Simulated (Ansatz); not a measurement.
Born–Oppenheimer molecular dynamics of Cl5H4SiTa (11 atoms, charge 0, multiplicity 1). It starts at the highest image of a converged band. Of that band: Neighbouring images differ by up to 1.4 eV, so the band resolves the path poorly. A vibrational analysis at the climbing image gives one clearly imaginary mode, 1044i cm⁻¹: a first-order saddle point.

Level of theory: RKS PBE/def2-SVP in Ansatz 0.2.0.

| Item | Value |
| --- | --- |
| ensemble | NVE (velocity Verlet) |
| time step | 0.5 fs |
| steps asked | 200 |
| starting velocities drawn for | 100 K |
| seed | 7407 |

Frames 2.5 fs apart, positions in Å, forces in eV/Å.

Velocities at 45 fs (Å/ps):

```
Ta 0.34 -0.53 0.12
Cl -1.42 -3.06 0.97
Cl -0.40 0.71 -0.95
Cl -0.87 1.24 -0.05
Cl -0.88 1.00 -0.08
Cl -0.41 -0.44 0.06
Si 3.95 3.93 -1.46
H -26.57 5.13 -17.67
H 2.56 0.62 9.44
H -19.23 26.51 0.57
H 11.83 -26.50 29.05
```

```xyz
11
Properties=species:S:1:pos:R:3:forces:R:3 time_fs=45 energy_less_start_eV=-0.174 T=249
Ta -0.006 0.015 0.182 0.40 0.36 -0.02
Cl 2.296 0.665 0.179 -0.26 -0.15 -0.09
Cl -0.040 0.645 2.459 -0.10 -0.12 -0.02
Cl 0.335 -1.081 -1.877 0.06 0.00 0.05
Cl -1.020 1.937 -0.648 0.02 -0.01 -0.01
Cl -2.001 -1.243 0.472 0.06 -0.21 0.15
Si 0.910 -2.356 1.212 0.57 0.20 0.04
H 1.512 -3.535 0.438 -0.34 0.04 0.24
H 3.114 -2.437 1.818 -0.20 0.24 -0.10
H 0.782 -2.782 2.673 -0.03 -0.15 -0.26
H 3.032 -1.700 1.533 -0.18 -0.19 0.04
11
Properties=species:S:1:pos:R:3:forces:R:3 time_fs=47.5 energy_less_start_eV=-0.141 T=221
Ta -0.005 0.014 0.182 0.39 0.43 -0.05
Cl 2.292 0.657 0.181 -0.19 -0.12 -0.10
Cl -0.041 0.646 2.457 -0.11 -0.12 0.01
Cl 0.333 -1.078 -1.877 0.06 -0.02 0.01
Cl -1.022 1.939 -0.648 0.02 -0.04 -0.01
Cl -2.002 -1.244 0.472 0.11 -0.24 0.17
Si 0.920 -2.346 1.208 0.16 0.54 -0.05
H 1.438 -3.522 0.401 -0.15 -0.16 0.25
H 3.116 -2.450 1.846 -0.04 -1.31 0.45
H 0.734 -2.722 2.667 0.05 -0.30 -0.16
H 3.054 -1.751 1.599 -0.30 1.33 -0.53
11
Properties=species:S:1:pos:R:3:forces:R:3 time_fs=50 energy_less_start_eV=-0.143 T=223
Ta -0.004 0.013 0.182 0.33 0.52 -0.08
Cl 2.288 0.649 0.183 -0.08 -0.07 -0.10
Cl -0.042 0.648 2.455 -0.11 -0.11 0.04
Cl 0.331 -1.075 -1.877 0.06 -0.04 -0.02
Cl -1.024 1.942 -0.649 0.03 -0.06 0.01
Cl -2.002 -1.246 0.473 0.16 -0.25 0.18
Si 0.931 -2.334 1.204 -0.05 0.74 -0.07
H 1.354 -3.519 0.379 0.01 -0.32 0.21
H 3.114 -2.518 1.893 -0.24 0.72 -0.27
H 0.688 -2.680 2.652 0.09 -0.40 -0.01
H 3.060 -1.745 1.641 -0.20 -0.72 0.13
11
Properties=species:S:1:pos:R:3:forces:R:3 time_fs=52.5 energy_less_start_eV=-0.128 T=210
Ta -0.003 0.012 0.183 0.25 0.63 -0.13
Cl 2.283 0.641 0.185 0.01 -0.02 -0.11
Cl -0.043 0.649 2.452 -0.12 -0.10 0.07
Cl 0.329 -1.072 -1.877 0.06 -0.06 -0.05
Cl -1.026 1.944 -0.649 0.04 -0.10 0.02
Cl -2.003 -1.248 0.473 0.22 -0.26 0.18
Si 0.942 -2.322 1.200 -0.26 0.61 -0.10
H 1.271 -3.534 0.370 0.11 -0.27 0.23
H 3.099 -2.554 1.928 -0.24 0.84 -0.31
H 0.649 -2.661 2.636 0.13 -0.41 0.07
H 3.053 -1.771 1.686 -0.20 -0.85 0.13
11
Properties=species:S:1:pos:R:3:forces:R:3 time_fs=55 energy_less_start_eV=-0.115 T=199
Ta -0.002 0.011 0.183 0.16 0.75 -0.19
Cl 2.279 0.633 0.187 0.09 0.03 -0.12
Cl -0.045 0.650 2.450 -0.12 -0.09 0.10
Cl 0.327 -1.069 -1.877 0.06 -0.08 -0.07
Cl -1.028 1.946 -0.649 0.06 -0.14 0.04
Cl -2.003 -1.250 0.475 0.28 -0.26 0.19
Si 0.952 -2.308 1.196 -0.53 0.17 -0.10
H 1.194 -3.565 0.375 0.17 -0.03 0.31
H 3.070 -2.552 1.948 -0.10 -1.26 0.32
H 0.617 -2.667 2.624 0.19 -0.32 0.02
H 3.034 -1.836 1.735 -0.25 1.23 -0.50
11
Properties=species:S:1:pos:R:3:forces:R:3 time_fs=57.5 energy_less_start_eV=-0.133 T=214
Ta -0.001 0.011 0.183 0.00 0.86 -0.25
Cl 2.275 0.625 0.189 0.19 0.08 -0.13
Cl -0.047 0.651 2.448 -0.12 -0.09 0.12
Cl 0.326 -1.067 -1.877 0.06 -0.08 -0.08
Cl -1.030 1.948 -0.649 0.08 -0.18 0.05
Cl -2.003 -1.253 0.476 0.34 -0.24 0.19
Si 0.961 -2.293 1.192 -0.65 -0.38 0.10
H 1.127 -3.597 0.399 0.24 0.21 0.31
H 3.034 -2.605 1.981 -0.18 0.00 -0.07
H 0.597 -2.692 2.612 0.22 -0.16 -0.09
H 3.000 -1.848 1.761 -0.19 -0.02 -0.16
11
Properties=species:S:1:pos:R:3:forces:R:3 time_fs=60 energy_less_start_eV=-0.093 T=180
Ta 0.001 0.010 0.183 -0.17 0.96 -0.30
Cl 2.272 0.617 0.190 0.29 0.13 -0.13
Cl -0.049 0.652 2.446 -0.12 -0.08 0.14
Cl 0.324 -1.064 -1.878 0.06 -0.09 -0.10
Cl -1.032 1.950 -0.649 0.11 -0.22 0.07
Cl -2.002 -1.257 0.478 0.38 -0.22 0.18
Si 0.968 -2.280 1.188 -0.71 -0.79 0.37
H 1.075 -3.617 0.440 0.33 0.29 0.17
H 2.987 -2.660 2.012 -0.24 1.12 -0.41
H 0.589 -2.726 2.596 0.21 0.02 -0.11
H 2.955 -1.857 1.776 -0.15 -1.13 0.13
11
Properties=species:S:1:pos:R:3:forces:R:3 time_fs=62.5 energy_less_start_eV=-0.100 T=185
Ta 0.002 0.011 0.183 -0.30 1.01 -0.33
Cl 2.268 0.610 0.192 0.37 0.17 -0.14
Cl -0.051 0.653 2.445 -0.11 -0.06 0.16
Cl 0.322 -1.062 -1.879 0.06 -0.10 -0.11
Cl -1.034 1.951 -0.649 0.12 -0.25 0.08
Cl -2.000 -1.260 0.480 0.41 -0.20 0.17
Si 0.974 -2.268 1.185 -0.89 -0.92 0.53
H 1.042 -3.621 0.491 0.42 0.16 -0.09
H 2.926 -2.663 2.021 -0.15 -0.46 0.05
H 0.594 -2.759 2.573 0.16 0.17 0.01
H 2.901 -1.921 1.795 -0.09 0.48 -0.32
11
Properties=species:S:1:pos:R:3:forces:R:3 time_fs=65 energy_less_start_eV=-0.068 T=158
Ta 0.003 0.011 0.183 -0.43 1.04 -0.35
Cl 2.266 0.602 0.192 0.45 0.21 -0.14
Cl -0.054 0.653 2.443 -0.11 -0.05 0.17
Cl 0.321 -1.059 -1.879 0.06 -0.11 -0.12
Cl -1.035 1.952 -0.649 0.14 -0.27 0.09
Cl -1.998 -1.265 0.482 0.43 -0.18 0.16
Si 0.978 -2.257 1.182 -0.92 -0.91 0.64
H 1.034 -3.616 0.537 0.46 -0.05 -0.35
H 2.857 -2.688 2.032 -0.13 -0.86 0.18
H 0.608 -2.782 2.551 0.05 0.25 0.19
H 2.842 -1.960 1.796 0.01 0.92 -0.47
11
Properties=species:S:1:pos:R:3:forces:R:3 time_fs=67.5 energy_less_start_eV=-0.050 T=144
Ta 0.004 0.012 0.182 -0.57 1.05 -0.36
Cl 2.264 0.595 0.193 0.51 0.26 -0.15
Cl -0.056 0.654 2.442 -0.11 -0.04 0.18
Cl 0.319 -1.057 -1.880 0.06 -0.11 -0.13
Cl -1.036 1.952 -0.648 0.15 -0.28 0.09
Cl -1.995 -1.269 0.485 0.43 -0.14 0.14
Si 0.980 -2.249 1.182 -0.73 -1.05 0.74
H 1.053 -3.613 0.562 0.43 -0.10 -0.47
H 2.780 -2.752 2.050 -0.16 0.98 -0.45
H 0.625 -2.791 2.541 -0.09 0.27 0.30
H 2.783 -1.957 1.773 0.07 -0.85 0.11
11
Properties=species:S:1:pos:R:3:forces:R:3 time_fs=70 energy_less_start_eV=-0.078 T=167
Ta 0.005 0.013 0.182 -0.66 1.03 -0.37
Cl 2.263 0.589 0.194 0.56 0.28 -0.15
Cl -0.059 0.654 2.442 -0.10 -0.03 0.19
Cl 0.318 -1.055 -1.882 0.06 -0.11 -0.12
Cl -1.037 1.952 -0.648 0.15 -0.27 0.09
Cl -1.991 -1.274 0.488 0.43 -0.12 0.12
Si 0.981 -2.244 1.182 -0.74 -1.33 0.69
H 1.098 -3.615 0.561 0.34 0.08 -0.37
H 2.694 -2.769 2.045 -0.08 0.64 -0.33
H 0.637 -2.783 2.547 -0.16 0.26 0.23
H 2.729 -1.994 1.753 0.21 -0.43 0.02
11
Properties=species:S:1:pos:R:3:forces:R:3 time_fs=72.5 energy_less_start_eV=-0.086 T=174
Ta 0.005 0.014 0.182 -0.70 0.96 -0.37
Cl 2.263 0.582 0.194 0.60 0.30 -0.15
Cl -0.062 0.655 2.441 -0.09 -0.03 0.20
Cl 0.317 -1.054 -1.883 0.06 -0.11 -0.12
Cl -1.038 1.951 -0.647 0.14 -0.25 0.08
Cl -1.987 -1.279 0.491 0.41 -0.11 0.11
Si 0.980 -2.241 1.185 -0.92 -1.55 0.53
H 1.163 -3.612 0.538 0.17 0.31 -0.16
H 2.603 -2.755 2.024 -0.07 -0.91 0.37
H 0.640 -2.760 2.567 -0.17 0.20 0.04
H 2.689 -2.048 1.731 0.56 1.18 -0.53
```

Of the whole run (100 fs, mean temperature of the second half 212 K): The conserved energy stayed within 0.061 meV per atom of its start (net change 0.028 meV per atom), so the integration is sound. The kinetic energy rose, since the run started high on the potential surface and went downhill. It ends in pieces (Cl5H2SiTa + H2), so much of that is their flight and rotation, not heat. A run of 0.1 ps of so small a system gives no equilibrium averages. The orbitals stay closed-shell, which can raise the energy where a bond breaks towards radicals; this wasn't checked here.

The run took 8.7 min on 4 threads of Arm Neoverse V2, with other jobs on the host, peak memory 0.29 GiB.
